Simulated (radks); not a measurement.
Values are calculated unless marked as measured or tabulated.
Question: All-electron atom: neutral thulium in [Xe] 4f12.5 6s2 6p0.5 (fractional occupations, a model configuration). Code: a radial shooting solver on a logarithmic mesh with Libxc functionals. Model: scalar-relativistic Kohn-Sham, BLYP, spin-polarised, spherical densities, finite nucleus; open shells are filled with parallel spins first (spin-orbit coupling, left out, can overturn this in heavy ions); Fermi nuclear charge, rms radius 5.2256 fm. Some entries of the table are withheld. Estimate them.

| orbital | occ. | eigenvalue (eV) | <r^2> (bohr^2) | <1/r> (bohr^-1) |
|---|---|---|---|---|
| 1s up | 1 | -59286.44 | 0.0005485 | 79.07 |
| 1s down | 1 | -59286.44 | 0.0005485 | 79.07 |
| 2s up | 1 | -10007.07 | 0.008516 | 18.42 |
| 2s down | 1 | -10007.05 | 0.008516 | 18.42 |
| 2p up | 3 | -8837.805 | 0.006944 | 16.97 |
| 2p down | 3 | -8837.790 | 0.006944 | 16.97 |
| 3s up | 1 | -2253.100 | 0.05582 | 6.799 |
| 3s down | 1 | -2252.429 | 0.05580 | 6.801 |
| 3p up | 3 | -1898.946 | 0.05627 | 6.341 |
| 3p down | 3 | -1898.275 | 0.05624 | 6.343 |
| 3d up | 5 | -1461.157 | 0.04688 | 6.009 |
| 3d down | 5 | -1460.643 | 0.04685 | 6.010 |
| 4s up | 1 | -448.1688 | 0.2796 | 2.875 |
| 4s down | 1 | -446.7635 | 0.2797 | 2.874 |
| 4p up | 3 | -331.7041 | 0.3174 | 2.627 |
| 4p down | 3 | -330.3266 | 0.3175 | 2.626 |
| 4d up | 5 | -176.9651 | 0.3784 | 2.322 |
| 4d down | 5 | -175.6207 | 0.3788 | 2.321 |
| 5s up | 1 | -57.1008 | 1.675 | 1.088 |
| 5s down | 1 | -56.4739 | 1.686 | 1.084 |
| 5p up | 3 | -30.1162 | (1) | 0.9009 |
| 5p down | 3 | -29.6717 | (2) | 0.8963 |
| 4f up | 7 | -8.0061 | 0.8111 | 1.722 |
| 4f down | 5.5 | -6.8290 | 0.8419 | 1.710 |
| 6s up | 1 | -4.8413 | 15.67 | 0.3395 |
| 6s down | 1 | -4.6554 | 15.73 | 0.3399 |
| 6p up | 0.5 | -1.5908 | 33.71 | 0.2328 |
| 6p down | 0 | -1.4242 | 35.60 | 0.2283 |

Answer: 
(1) 5p up <r^2> (bohr^2): 2.398
(2) 5p down <r^2> (bohr^2): 2.420
